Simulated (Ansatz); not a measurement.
Total energies of Li12F12 (started as a model of: 2x3x4 LiF rock-salt block) from Ansatz at PBE0-D4/def2-SVP, gas phase (1 Eh = 27.2114 eV = 2625.5 kJ/mol). The reference geometry is relaxed at r2SCAN-D4/def2-SVP.

```xyz
24

Li   -1.4682    1.7917    2.2518
F    -1.5450    0.1304    1.4911
Li   -1.3920   -1.4578    0.5558
F    -1.2572   -3.0789   -0.3795
F     0.1636    1.6092    2.9299
Li    0.2647   -0.0565    2.0722
F     0.3689   -1.7099    1.2507
Li    0.4222   -3.1971    0.1878
Li    1.4884    2.1611    1.8830
F     1.7789    0.5457    1.0765
Li    1.7940   -1.0596    0.1584
F     1.8342   -2.6926   -0.7649
F    -1.8342    2.6926    0.7650
Li   -1.7941    1.0596   -0.1584
F    -1.7788   -0.5457   -1.0764
Li   -1.4884   -2.1611   -1.8830
Li   -0.4222    3.1970   -0.1879
F    -0.3688    1.7099   -1.2507
Li   -0.2647    0.0565   -2.0723
F    -0.1636   -1.6091   -2.9299
F     1.2573    3.0789    0.3796
Li    1.3920    1.4578   -0.5557
F     1.5450   -0.1305   -1.4911
Li    1.4681   -1.7918   -2.2517
```

```
                 state   geometry  energy (Eh)
      charge 0 singlet  reference  -1287.80165
      charge 1 doublet  reference  -1287.39776
     charge -1 doublet  reference  -1287.78604
free Li atom (doublet)          –     -7.45943
 free F atom (doublet)          –    -99.54906
```

(1) Work out the vertical ionisation energy to the doublet.

(2) Work out the vertical electron affinity, to the doublet.

(3) Give the fundamental gap IE − EA, the Mulliken electronegativity (IE + EA)/2 and the hardness (IE − EA)/2.

(4) What is the binding energy per atom against free atoms?

(1) E(charge 1 doublet) − E(charge 0 singlet) = -1287.39776 − (-1287.80165) = 0.40389 Eh = 10.99 eV. For comparison, −ε of the highest occupied level is 9.41 eV at this level, 1.58 eV less.

(2) E(charge 0 singlet) − E(charge -1 doublet) = -1287.80165 − (-1287.78604) = -0.01561 Eh = -0.42 eV; negative, so the extra electron isn't bound. The basis lacks diffuse functions, which makes affinities too small.

(3) From the values in Eh: IE − EA = 0.40389 − (-0.01561) = 0.41950 Eh = 11.42 eV; (IE + EA)/2 = 5.28 eV; (IE − EA)/2 = 5.71 eV. The HOMO–LUMO gap of the same run is 9.22 eV, 2.20 eV smaller than the fundamental gap.

(4) Atoms: 12 × (-7.45943) + 12 × (-99.54906) = -1284.10188 Eh. Binding: -1284.10188 − (-1287.80165) = 3.69977 Eh = 100.68 eV, or 4.19 eV for each of 24 atoms (no zero-point energy, no counterpoise term).

At PBE0-D4/def2-SVP the highest occupied level of the charge -1 doublet lies above zero (up to 1.13 eV). By energy differences it is unbound by 0.42 eV (vertical, to the charge 0 singlet, at PBE0-D4/def2-SVP) and held by the finite basis.
